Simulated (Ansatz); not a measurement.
Basis-set series for CH₅BGeO, SMILES `O=C[BH][GeH3]`. The species carries charge 0 and has multiplicity 1. The structure was optimised at the PBE0-D4/def2-TZVP level. It is one conformer, not always the lowest.

```
functional       basis  functions  energy (Eh)  HOMO (eV)  LUMO (eV)
   PBE0-D4    def2-SVP         99  -2217.33664      -7.68      -1.73
   PBE0-D4  def2-QZVPP        410  -2217.81103      -7.75      -1.86
   ωB97M-V    def2-SVP         99  -2217.57666      -9.97       0.34
   ωB97M-V  def2-QZVPP        410  -2218.05592     -10.06       0.06
```

Task: Give the rows for def2-TZVPP. (An estimate is asked.)

Result: Ansatz gave: 
```json
{"functional": "PBE0-D4", "basis": "def2-TZVPP", "functions": "211", "energy (Eh)": "-2217.75848", "HOMO (eV)": "-7.74", "LUMO (eV)": "-1.83"}
{"functional": "ωB97M-V", "basis": "def2-TZVPP", "functions": "211", "energy (Eh)": "-2218.00467", "HOMO (eV)": "-10.05", "LUMO (eV)": "0.12"}
```

Positive LUMOs are unbound and depend on the basis. Scalar relativity is left out up to krypton.
